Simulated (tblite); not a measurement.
C₃H₈O₃SSi.
Geometry (GFN2-xTB, Å), atoms numbered from 1 in this order:
```xyz
16
C3H8O3SSi angstrom
C     -0.0603    2.1148    0.0230
O     -0.2360    0.7421    0.2990
Si     0.2733   -0.5896   -0.4378
O      1.8794   -0.9605   -0.1833
C      2.8567   -0.1470   -0.4798
O      2.7340    0.9365   -0.9701
S     -0.6740   -2.1799    0.5752
C     -2.4011   -1.6078    0.4696
H     -0.2250    2.6586    0.9528
H      0.9444    2.3086   -0.3505
H     -0.7916    2.4319   -0.7221
H      0.0529   -0.5868   -1.8776
H      3.8327   -0.5864   -0.2135
H     -2.7161   -1.6010   -0.5680
H     -3.0021   -2.3094    1.0368
H     -2.4748   -0.6152    0.8976
```

Computed values, GFN2-xTB/tblite, gas phase, harmonic and unscaled. The method is semi-empirical: single wavenumbers can be off by several per cent or more. Modes of hydrogen on silicon can be 10 to 20 % off. One conformer, not necessarily the lowest.

Harmonic wavenumbers (cm⁻¹): 43.5, 63.2, 89.1, 108.8, 119.0, 130.2, 132.7, 159.1, 179.7, 211.5, 280.0, 324.8, 551.2, 666.3, 689.4, 710.8, 728.7, 755.4, 800.2, 945.9, 947.3, 959.4, 1123.6, 1131.9, 1152.4, 1211.7, 1315.3, 1353.4, 1408.4, 1451.7, 1455.3, 1464.4, 1471.3, 1774.0, 2312.8, 2830.5, 2977.4, 3002.1, 3007.6, 3044.8, 3058.5, 3067.9.

A = 2386, B = 989.2, C = 735.7 MHz; mass 151.996 u (most abundant isotopes); point group C1, symmetry number 1.

Problem. Zero-point energy?

Solution. Half the sum of the wavenumbers: 24606 cm⁻¹ = 294.35 kJ/mol.

Problem. Entropy at 400 K, 1 bar (ideal gas, RRHO, classical rotation)?

Solution. Translation 177.62, rotation 127.53, vibration 202.01: S = 507.2 J/(mol K).

Problem. And Cp and H(400 K) − H(0)?

Solution. Cp = 194.92 J/(mol K), of which vibrations give 161.66 (their classical limit is 42 R = 349.2); H(400 K) − H(0) = 51.51 kJ/mol without the zero-point energy, 38.21 from vibrations.

Problem. Which modes carry the vibrational entropy at 400 K?

Solution. 43.5 cm⁻¹: 23.75; 63.2 cm⁻¹: 20.65; 89.1 cm⁻¹: 17.81; 108.8 cm⁻¹: 16.17; 119.0 cm⁻¹: 15.43; 130.2 cm⁻¹: 14.70 J/(mol K); the other 36 give 93.50 together.

Problem. Blend soft modes into free rotors: weight 1/[1 + (100 cm⁻¹/ν̃)⁴] for the oscillator and the rest for a rotor with moment μB/(μ + B), μ = h/(8π²ν), B = 10⁻⁴⁴ kg m². What vibrational entropy results?

Solution. 183.70 J/(mol K) in place of 202.01, which changes −T·S at 400 K by +7.32 kJ/mol.

Problem. What must be added to the electronic energy to get the Gibbs energy at 400 K and 1 bar?

Solution. ZPE + [H(400 K) − H(0)] − T·S = 294.35 + 51.51 − 202.86 = 143.00 kJ/mol.

Hindered rotation and anharmonicity are outside this model. Other conformers, if any are populated, would add a mixing term that is left out. The structure is chiral; the term R ln 2 for an equal mix with its mirror image is left out.
